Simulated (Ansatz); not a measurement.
Geometry optimisation, RKS PBE0/def2-SVP (Ansatz).

The input (input.yaml):

```yaml
crystal:
  periodic: [false, false, false]
  atoms:
    - { symbol: Ge, position_ang: [0.422015, -0.255141, -0.401657] }
    - { symbol: O, position_ang: [-0.63062, -0.102947, 2.374812] }
    - { symbol: H, position_ang: [-1.223092, -0.859213, 2.457699] }
    - { symbol: H, position_ang: [1.028242, -0.3289, -1.8157] }
    - { symbol: H, position_ang: [0.558391, 1.147162, 0.187712] }
    - { symbol: H, position_ang: [-0.998444, -0.822999, -0.411673] }
    - { symbol: Cl, position_ang: [1.698092, -1.614841, 0.784245] }
    - { symbol: H, position_ang: [0.246115, -0.494623, 2.582262] }
basis:
  gaussian: { orbitals: def2-SVP }
hamiltonian:
  xc: pbe0
relax:
  f_tol: 0.03
  max_steps: 50
output:
  orbitals: {}
```

Command:

```bash
$ ansatz run input.yaml --threads 2 --pin off --max-ram 3072MiB --backend cpu --events-out ev --progress --plain --runs-dir out
```

**Question.** Where does it end, and by what steps?

**Answer.** It converged. After 6 steps the energy has fallen by 0.020 eV; O2 moved furthest, 0.12 Å.

```tsv
step	energy less start (eV)	largest force component (eV/Å)	accepted
0	0.0000	0.688	yes
1	0.0873	2.101	no
2	-0.0058	0.768	yes
3	-0.0172	0.230	yes
4	-0.0169	0.148	no
5	-0.0198	0.056	yes
6	-0.0199	0.021	yes
```

```xyz
8
Properties=species:S:1:pos:R:3
Ge 0.440 -0.247 -0.439
O -0.625 -0.118 2.499
H -1.251 -0.851 2.524
H 1.063 -0.355 -1.841
H 0.557 1.171 0.118
H -0.985 -0.806 -0.439
Cl 1.670 -1.561 0.804
H 0.231 -0.566 2.532
```

Whether the end is a true minimum wasn't checked by a vibrational analysis.

Time of the run: 13 s on 2 threads of Arm Neoverse V2, on a shared host, peak memory 0.18 GiB.
